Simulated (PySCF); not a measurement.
**Ionisation energy of Cu²⁺ by level of theory**

Cu²⁺ [Ar] 3d9 (2D) → Cu³⁺ [Ar] 3d8 (3F), as a difference of total energies. Computed with PySCF 2.14 in def2-TZVPPD (6s6p4d2f1g, 67 functions), with the non-relativistic Hamiltonian (point nucleus). Correlated levels: valence: [Ar] frozen; valence and next inner shell: [Ne] frozen. The calculations carry no spin-orbit coupling.

```json
{"method": "UHF", "ionisation energy (eV)": "34.291", "plus first-order spin-orbit estimate": "34.225", "difference from reference of that sum (eV)": "-2.616"}
{"method": "LDA", "ionisation energy (eV)": "38.283", "plus first-order spin-orbit estimate": "38.217", "difference from reference of that sum (eV)": "+1.376"}
{"method": "PBE", "ionisation energy (eV)": "37.587", "plus first-order spin-orbit estimate": "37.520", "difference from reference of that sum (eV)": "+0.679"}
{"method": "PBE0", "ionisation energy (eV)": "37.078", "plus first-order spin-orbit estimate": "37.012", "difference from reference of that sum (eV)": "+0.171"}
{"method": "r2SCAN", "ionisation energy (eV)": "36.731", "plus first-order spin-orbit estimate": "36.665", "difference from reference of that sum (eV)": "-0.176"}
{"method": "MN15", "ionisation energy (eV)": "38.246", "plus first-order spin-orbit estimate": "38.180", "difference from reference of that sum (eV)": "+1.339"}
{"method": "PBEsol", "ionisation energy (eV)": "37.678", "plus first-order spin-orbit estimate": "37.611", "difference from reference of that sum (eV)": "+0.770"}
{"method": "TPSSh", "ionisation energy (eV)": "36.980", "plus first-order spin-orbit estimate": "36.914", "difference from reference of that sum (eV)": "+0.073"}
{"method": "BP86", "ionisation energy (eV)": "37.621", "plus first-order spin-orbit estimate": "37.555", "difference from reference of that sum (eV)": "+0.714"}
{"method": "MP2 (valence)", "ionisation energy (eV)": "36.919", "plus first-order spin-orbit estimate": "36.853", "difference from reference of that sum (eV)": "+0.012"}
{"method": "SCS-MP2 (valence)", "ionisation energy (eV)": "36.678", "plus first-order spin-orbit estimate": "36.612", "difference from reference of that sum (eV)": "-0.229"}
{"method": "MP2 (valence and next inner shell)", "ionisation energy (eV)": "37.501", "plus first-order spin-orbit estimate": "37.435", "difference from reference of that sum (eV)": "+0.594"}
{"method": "SCS-MP2 (valence and next inner shell)", "ionisation energy (eV)": "37.107", "plus first-order spin-orbit estimate": "37.041", "difference from reference of that sum (eV)": "+0.200"}
```

Reference: 36.841 ± 0.012 eV (measured; NIST Atomic Spectra Database, ionization energies).

A first-order spin-orbit estimate (lowest level to lowest level, LS coupling) adds -0.066 eV.

These non-relativistic numbers lack the scalar-relativistic shift.

Errors of the correlated levels include the incompleteness of this basis and the frozen core.
